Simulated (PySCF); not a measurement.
B3LYP has the VWN-RPA correlation part, as in Gaussian. Delta-SCF ions had no search for a lower state. Excitations are Tamm–Dancoff values on a coarser integration grid. The basis has no diffuse functions, so Rydberg states are missing or too high.

# H$_{4}$OSi$_{2}$, SMILES `O=[SiH][SiH3]` (charge 0, multiplicity 1)

All values below come from B3LYP-D3(BJ)/def2-TZVP // PBE0-D4/def2-TZVP (PySCF).

* **HOMO**: -7.53 eV
* **dipole moment**: 3.89 D
* **HOMO–LUMO gap**: 4.91 eV
* **LUMO**: -2.62 eV
* **S1 excitation (TDA)**: 3.53 eV
* **S1 oscillator strength**: 0.002
* **brightest of the four lowest singlets (TDA)**: 5.97 eV
* **T1 excitation (TDA)**: 3.08 eV
* **S1–T1 gap (TDA)**: 0.45 eV
* **vertical ionisation energy (Delta-SCF)**: 9.83 eV
* **total energy**: -656.7089 Ha
* **cost**: very roughly 60 core-seconds

Bond lengths (Å): O1–Si2 1.521, Si2–Si3 2.351, Si2–H4 1.496, Si3–H5 1.482, Si3–H6 1.487, Si3–H7 1.487. Angles (°): O1–Si2–Si3 123.4, O1–Si2–H4 121.9, Si3–Si2–H4 114.7, Si2–Si3–H5 109.7, Si2–Si3–H6 109.0, Si2–Si3–H7 107.8, H5–Si3–H6 110.9, H5–Si3–H7 110.4, H6–Si3–H7 108.9.
Charge 0, spin multiplicity 1.
